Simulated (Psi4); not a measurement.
Pair of molecules, SMILES CO with SMILES O=CO (the first has 6 atoms); geometry from B3LYP-D3(BJ)/def2-TZVP, rigid monomers moved along the line of their centres of mass till O2···H11 is 1.95 Å.
(charge 0, multiplicity 1):
```xyz
11

C     -0.190    -0.350     0.183
O      0.489    -0.806     1.352
H     -0.904     0.445     0.414
H     -0.729    -1.202    -0.228
H      0.520     0.011    -0.566
H      0.937    -0.055     1.780
O      0.802     0.940     3.815
C     -0.009     0.305     4.452
O     -0.665    -0.762     4.027
H     -0.293     0.559     5.482
H     -0.376    -0.953     3.091
```

The numbers are results of Psi4 with SAPT0/jun-cc-pV(D+d)Z, not measurements.

**Question.** Give the four SAPT terms and the total, and say what mostly holds the pair together.

**Answer.** electrostatics -62.2, exchange 44.5, induction -17.2, dispersion -11.0, total -45.9 kJ/mol; the largest attraction is electrostatics.
